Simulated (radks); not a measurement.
The sulfur ion S2.125+, configuration [Ne] 3s1.875 3p2 (fractional occupations, a model configuration). Method: Dirac Kohn-Sham, BLYP, spin-unpolarised, spherical densities, finite nucleus; open shells fill j = l - 1/2 first; Fermi nuclear charge, rms radius 3.2611 fm; computed with a radial shooting solver on a logarithmic mesh with Libxc functionals.

Normalised radial functions P(r) = r R(r) (large component), r in bohr:

r	2s1/2	3s1/2	3p3/2
0.004485	0.1462	0.0500	0.0008
0.006428	0.2025	0.0692	0.0017
0.009213	0.2765	0.0945	0.0033
0.01321	0.3698	0.1263	0.0066
0.01893	0.4796	0.1637	0.0129
0.02691	0.5915	0.2017	0.0245
0.03858	0.6829	0.2323	0.0460
0.05529	0.6998	0.2364	0.0829
0.07925	0.5685	0.1883	0.1417
0.1136	0.2175	0.0630	0.2245
0.1628	-0.3590	-0.1387	0.3195
0.2334	-1.0184	-0.3540	0.3876
0.3345	-1.4602	-0.4438	0.3593
0.4794	-1.4135	-0.2596	0.1649
0.6872	-0.9289	0.2032	-0.1961
0.9771	-0.3944	0.6929	-0.5875
1.401	-0.0913	0.8853	-0.8077
2.007	-0.0094	0.6442	-0.6906
2.877	-0.0003	0.2638	-0.3646
4.124	0.0000	0.0529	-0.1058
5.911	0.0000	0.0039	-0.0132

2s1/2: eigenvalue -239.25 eV, 1 radial node at r = 0.132 bohr, <r> = 0.479 bohr, 90 % of the charge inside 0.751 bohr. 3s1/2: eigenvalue -40.847 eV, 2 radial nodes at r = 0.129, 0.597 bohr, <r> = 1.57 bohr, 90 % of the charge inside 2.34 bohr. 3p3/2 (empty): eigenvalue -29.333 eV, 1 radial node at r = 0.574 bohr, <r> = 1.76 bohr, 90 % of the charge inside 2.68 bohr.
